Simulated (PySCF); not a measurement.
Species: C₅H₉FOSi.
SMILES with atom numbers: `[F:1][CH2:2][SiH2:3][O:4][C@:5]12[CH2:6][C@H:7]1[CH2:8]2`

NICS = −σ at a ghost point: NICS(0) at the centroid of the ring atoms, NICS(1) 1 Å to either side along the normal of their mean plane, zz for the tensor component along that normal. Level: GIAO PBE0/pcSseg-1 (PySCF, non-relativistic, gas phase) on the GFN2-xTB geometry, one conformer.

Ring bond lengths (Å), with Mayer bond orders in brackets: C5–C6 1.492 (1.01), C6–C7 1.503 (0.94), C7–C5 1.489 (0.82); C5–C7 1.489 (0.82), C7–C8 1.504 (0.94), C8–C5 1.492 (1.01).

Problem. Give the NICS values of each ring in ppm.

Solution. 
```
    ring                                            type  NICS(0)  NICS(1), two faces  NICS(1)zz, two faces  rms pucker (Å)  centre to ring atoms, mean (Å)
C5–C6–C7  3-membered carbocycle; formal bonds all single    -44.5        -5.7 / -13.0         -18.4 / -20.6            0.00                            0.86
C5–C7–C8  3-membered carbocycle; formal bonds all single    -44.6        -5.5 / -13.1         -15.1 / -19.9            0.00                            0.86
```

Problem. What can be read from them?

Solution. 
- C5–C6–C7: mean NICS(1)zz -19.5 ppm, shielded. C5, C6, C7 have four or more neighbours; no verdict on aromaticity is drawn. NICS(0) lies 35 ppm below the mean NICS(1).
- C5–C7–C8: mean NICS(1)zz -17.5 ppm, shielded. C5, C7, C8 have four or more neighbours, so the value isn't read as a sign of a π ring current. The two faces differ by 4.8 ppm, so no symmetry operation interchanges them. NICS(0) lies 35 ppm below the mean NICS(1).

Problem. What is the mean of the two in-plane components of NICS at the second NICS(1) probe listed for ring C5–C6–C7, 1 Å off the ring?

Solution. The isotropic value is a third of the trace: (3 × -13.0 − (-20.6))/2 = -9.2 ppm.

Problem. Give the inner angles of the rings and the Hirshfeld charges of the ring atoms.

Solution. 
- C5–C6–C7: C5 60.6° (+0.069 e), C6 59.6° (-0.087 e), C7 59.8° (-0.069 e); sum 180.0° against 180° for a flat convex ring.
- C5–C7–C8: C5 60.6° (+0.069 e), C7 59.8° (-0.069 e), C8 59.6° (-0.084 e); sum 180.0° against 180° for a flat convex ring.

The values belong to the conformer `[F:1][CH2:2][SiH2:3][O:4][C@:5]12[CH2:6][C@H:7]1[CH2:8]2`: F1–C2–Si3–O4 -69°, C2–Si3–O4–C5 56°, Si3–O4–C5–C6 34°.
